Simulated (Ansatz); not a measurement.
CH$_{5}$ClNSi (`C[Si](N)Cl`) radical at its PBE0-D4/def2-TZVP geometry, where that method's forces vanish. The species carries charge 0 and has multiplicity 2.

```xyz
9

C    -0.7367    0.4026    1.0685
Si   -0.4383   -0.4500   -0.5685
N     1.0617    0.1001   -1.2023
Cl   -0.2280   -2.4938   -0.2724
H    -1.6707    0.0575    1.5142
H    -0.8037    1.4845    0.9279
H     0.0868    0.1839    1.7539
H     1.2496    1.0907   -1.2341
H     1.4793   -0.3753   -1.9872
```

Task: What forces (eV/Å) does r2SCAN-D4/def2-TZVPP give on these atoms in the Gaussian-basis code of Ansatz? (Best estimate.)

Result: Computed: 
```
C1  -0.008  0.002 -0.019
Si2 -0.075  0.030 -0.005
N3   0.036 -0.007  0.040
Cl4  0.007 -0.081  0.010
H5   0.025  0.021  0.008
H6   0.001 -0.016  0.025
H7  -0.019  0.011  0.000
H8   0.016  0.019 -0.031
H9   0.016  0.021 -0.028
```
